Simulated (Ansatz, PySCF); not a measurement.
Lewis adduct: GaH3 (SMILES [GaH3]) (first 4 atoms) with CH4O (SMILES CO); geometry from B3LYP-D3(BJ)/def2-TZVP.
(charge 0, multiplicity 1):
```xyz
10

Ga    -0.06009    -0.85087     0.70335
H     -1.29185     0.02848     0.26728
H     -0.34587    -2.20268     1.47658
H      1.33152    -0.68725    -0.02213
C     -0.37982     0.26696     3.58863
O      0.50148     0.31426     2.45119
H     -0.45193    -0.74782     3.98192
H     -1.35441     0.58679     3.22981
H     -0.02963     0.95437     4.35863
H      1.39913     0.08244     2.71652
```

Counterpoise-corrected where a basis set is named; no monomer relaxation. Rows marked so take none.

Frozen-core correlation. Filled d and f shells under p-block atoms count as core. Rows in 6-31G* carry no dispersion term and start afresh at each structure (6-31G* with six Cartesian d functions); the Pople sets are all-electron and without relativity.

Programs: Ansatz (Gaussian orbitals); PySCF for 6-31G* rows. 

One of these levels gives -25.26 kcal/mol for the interaction energy. Name it.
(A) HF/6-31G* (no counterpoise)
(B) HF/aug-cc-pVDZ
(C) SCS-MP2/aug-cc-pVDZ
(D) M06-2X/6-31G* (no counterpoise)

D, M06-2X/6-31G* (no counterpoise). The others give -17.68 (HF/6-31G* (no counterpoise)), -14.17 (HF/aug-cc-pVDZ), -15.77 (SCS-MP2/aug-cc-pVDZ)

Ansatz is an electronic-structure program.
